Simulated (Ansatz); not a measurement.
Reaction (formal exchange of groups at the Si–S bond): `S[SiH](S)Cl` + `BOC(C)F` → `BO[SiH](S)Cl` + `CC(F)S`

Gas-phase electronic energies from Ansatz, PBE0-D4/def2-TZVP geometries. CCSD(T)/CBS adds triple-zeta CCSD(T) − MP2 to the extrapolated MP2 energy (def2 sets, frozen cores). Functionals use def2-TZVPP. B3LYP here is the variant with VWN-RPA as its local correlation; programs differ in this. One conformer a species, not always the lowest.

```csv
level,ΔE (eV)
r2SCAN-D4,-0.32
B3LYP-D4,-0.37
PBE0,-0.26
MP2/def2-TZVPP,-0.38
SCS-MP2/def2-TZVPP,-0.40
HF/def2-QZVPP,-0.43
SCS-MP2/def2-QZVPP,-0.42
MP2/CBS(def2),-0.40
```

(1) What does CCSD(T)/CBS give? (An estimate is asked.)

Largest T1 diagnostic among the species: 0.013.

Results:

(1) Ansatz gave: -0.37 eV. The listed levels differ from it by 0.05, 0.00, 0.11, -0.01, -0.03, -0.06, -0.05, -0.03 eV.

In def2-TZVPP, CCSD(T) changes the Hartree–Fock value by +0.05 eV (the triples alone add +0.01 eV) and MP2 by +0.03 eV.
